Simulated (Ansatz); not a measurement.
Isolated molecules relaxed with PBE0-D4/def2-TZVP in Ansatz; ΔE leaves out vibrations. CCSD(T)/CBS adds triple-zeta CCSD(T) − MP2 to the extrapolated MP2 energy (def2 sets, frozen cores). Functionals use def2-TZVPP. B3LYP here is the variant with VWN-RPA as its local correlation; programs differ in this. For Ge outer-core shells are correlated without core-valence functions, which leaves a few kJ/mol of doubt a bond. Scalar relativity is left out up to krypton. Each species was taken in one conformer, which may not be the lowest.

Reaction (cleavage of the B–Si bond): `B[SiH2][GeH3]` + `N[SiH]([SiH3])S` → `BN[SiH]([SiH3])S` + `[SiH3][GeH3]`

CCSD(T)/CBS gives -158.7 kJ/mol.

Question: Another level gave -166.6 kJ/mol. Which?
A. B2PLYP/def2-TZVPP
B. PBE/def2-TZVPP
C. MP2/def2-TZVPP
D. B3LYP/def2-TZVPP

Answer: C. MP2/def2-TZVPP -166.6, PBE -149.9, B3LYP -157.9, B2PLYP -162.0 kJ/mol.

Largest T1 diagnostic among the species: 0.013.
